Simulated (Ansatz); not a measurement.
Harmonic frequencies (cm⁻¹) at PBE0-D4/def2-TZVP from Ansatz: 126, 167, 193, 281, 392, 510, 617, 821, 864, 938, 1116, 1152, 1426, 1517, 1809, 1817, 3116, 3203.

Which molecule is it?
A. `[InH2][B]1CO1`
B. `C1[NH][Zn][Te]1`
C. `B1[CH2][InH][O]1`
D. `O=CCO`

A.
